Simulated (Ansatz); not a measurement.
## Redistribution: C3H3F3 + C2H4I2 → C2F3I + C3H7I

Gas-phase species: C3H3F3 `CC(F)=C(F)F`, singlet; C2H4I2 (1,2-diiodoethane) `ICCI`, singlet; C2F3I (trifluoroiodoethylene) `FC(F)=C(F)I`, singlet; C3H7I `CCCI`, singlet. The partners trade CH3 for I; both sit on C, so the bond types are kept.

Shapes, held fixed at every level: PBE0-D4/def2-TZVP. Flexible molecules stand in one conformer, not always the lowest. Programs: Ansatz 0.2.0. Electronic energies: no zero-point or thermal term.

(1) Estimate ΔE of this reaction.

Results:

(1) The highest level, CCSD(T)/def2-TZVPP, gives ΔE = +47.4 kJ/mol; the levels span +43.2 to +59.6. The column of differences is taken from that level and isn't an error. No measured value is set beside it here. For atoms past krypton def2 sets carry core potentials with scalar relativity. Outer-core shells of I are correlated, in sets that cover them unevenly.

```
               level                    kind  ΔE (kJ/mol)  less CCSD(T)/def2-TZVPP
       HF/def2-TZVPP            Hartree–Fock        +59.6                    +12.2
   PBE-D4/def2-TZVPP                     GGA        +43.2                     -4.2
r2SCAN-D4/def2-TZVPP                meta-GGA        +46.8                     -0.6
  PBE0-D4/def2-TZVPP           global hybrid        +46.5                     -0.9
  wB97X-V/def2-TZVPP  range-separated hybrid        +43.6                     -3.8
   B2PLYP/def2-TZVPP           double hybrid        +49.6                     +2.2
  CCSD(T)/def2-TZVPP   coupled cluster or CI        +47.4                      0.0
```
